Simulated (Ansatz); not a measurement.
The cluster Rb4Br3⁺, relaxed as a singlet with RKS PBE-D4/def2-SVP in Ansatz, starting from the GFN2-xTB geometry. Force threshold 0.02 eV/Å.

In the def2 sets Rb takes a core potential; there is no spin–orbit coupling. The structure comes from a short search, and lower isomers may exist.

Start:

```csv
atom,x (Å),y (Å),z (Å)
Rb1,-3.584,-0.381,-0.202
Rb2,0.789,-2.237,0.000
Rb3,1.533,1.456,-2.938
Rb4,1.216,1.296,3.148
Br5,-1.001,-0.403,-2.160
Br6,2.279,0.768,0.139
Br7,-1.232,-0.498,2.013
```

Q: Estimate the energy that the relaxation releases and the steps that it takes.

A: 13.1 kJ/mol, in 4 steps; 12 s on 4 threads of Arm Neoverse V2 on a shared host. No frequencies were taken in this run, so the end may be a saddle point.

Q: Does the start keep its bonding and symmetry?

A: By distances, no bond broke or formed. The bond that changes most is Rb1–Br7, from 3.23 to 3.28 Å (atoms count from 1). The end is the same structure that another start reached, the lowest one found. Point group C3v at the start, C3v at the end, both within 0.05 Å.

Q: Predict the relaxed structure.

A: 
```xyz
7

Rb   -3.4977   -0.2583   -0.1939
Rb    0.7478   -2.1042   -0.0108
Rb    1.4407    1.5098   -2.8272
Rb    1.1268    1.3685    3.0349
Br   -1.0649   -0.5609   -2.3756
Br    2.5582    0.7160    0.1545
Br   -1.3111   -0.6710    2.2182
```
Bond lengths (bridged metal pairs left out): 9 × Br–Rb 3.28 to 3.36 Å.
